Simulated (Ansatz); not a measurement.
Stepwise reaction of `[SiH3][Sb]([Cl])[Cl]` with hydrogen fluoride, as a gas-phase model of exchange steps in deposition or etching. ΔE in kJ/mol; ΔG adds harmonic PBE0-D4 terms to CCSD(T)/CBS, at 1 bar.

Computed with Ansatz on PBE0-D4/def2-TZVP structures; ΔE is electronic, products minus reactants. CCSD(T)/CBS is the MP2 limit (def2-TZVPP, def2-QZVPP) plus CCSD(T) − MP2 in def2-TZVPP, frozen cores. This one scheme is used for every species. DFT in def2-TZVPP. B3LYP here is the variant with VWN-RPA as its local correlation; programs differ in this. Elements past krypton have def2 core potentials. For Sb outer-core shells are correlated without core-valence functions, which leaves a few kJ/mol of doubt a bond.

```csv
step,reaction,PBE-D4,B3LYP-D4,ωB97M-V,CCSD(T)/CBS,ΔG(600 K)
2,`[F][Sb]([SiH3])[Cl]` + H–F → `[F][Sb]([F])[SiH3]` + HCl,27.7,26.4,25.2,31.8,24.2
```

Problem. Give the row of step 1, `[SiH3][Sb]([Cl])[Cl]` + H–F → `[F][Sb]([SiH3])[Cl]` + HCl. (Estimate.)

Solution. Computed: 
| step | reaction | PBE-D4 | B3LYP-D4 | ωB97M-V | CCSD(T)/CBS | ΔG(600 K) |
| --- | --- | --- | --- | --- | --- | --- |
| 1 | `[SiH3][Sb]([Cl])[Cl]` + H–F → `[F][Sb]([SiH3])[Cl]` + HCl | 30.6 | 29.9 | 28.6 | 36.1 | 28.5 |

Problem. By hand: ΔE of the 2 steps together at CCSD(T)/CBS.

Solution. (36.1) + (31.8) = 67.9 kJ/mol, or 34.0 kJ/mol a step.

In ΔE the steps differ by no more than 4.3 kJ/mol. All are uphill at CCSD(T)/CBS. ΔG lies between 24.2 and 28.5 kJ/mol a step. PBE-D4 differs from CCSD(T)/CBS by -5.5 to -4.1 kJ/mol a step. Isolated molecules leave out the surface, adducts and barriers. Largest T1 diagnostic: 0.015.
